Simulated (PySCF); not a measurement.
## Vibration and rotation of NbO

PBE0 constants of NbO, ⁴Σ⁻ (quartet), unpaired electrons σ ↑, δ ↑↑ (basis Nb cc-pVDZ-PP with ECP28, O cc-pVDZ; scalar-relativistic core potentials; PySCF 2.14; masses 92.9064 and 15.9949 u):

```
ωe                     : 1025.6 cm⁻¹
ωexe                   : 3.47 cm⁻¹
Be                     : 0.43508 cm⁻¹
αe                     : 0.00192 cm⁻¹
De to Nb (4d4 5s1) + O : 7.30 eV
```

(1) What force constant and bond length do these constants imply?

(2) Estimate the centrifugal constant D from the Kratzer relation and find the Dunham coefficient a1.

Measured values (Huber and Herzberg, Constants of Diatomic Molecules (1979)): ωe = 989.0 cm⁻¹, ωexe = 3.83 cm⁻¹, Be = 0.4321 cm⁻¹, αe = 0.0021 cm⁻¹.

The metal atom is held in its measured ground configuration; semilocal functionals can put another filling of s and d lower by some tenths of an eV, and De to that atom would be smaller. These are scalar-relativistic numbers at best; spin–orbit coupling would shift them, the dissociation energy most. The state is the lowest single determinant that the PBE0 search found; with open d or f shells the true ground state can be another one.

Answers

(1) Reduced mass μred = 13.646 u; k = 5.8918×10⁻⁷·μred·ωe² (u, cm⁻¹, mdyn/Å) = 8.46 mdyn/Å; Re = √(16.8576/(μred·Be)) (u, cm⁻¹, Å) = 1.685 Å.

(2) D = 4Be³/ωe² = 3.13e-07 cm⁻¹; a1 = −1 − αeωe/(6Be²) = -2.73.
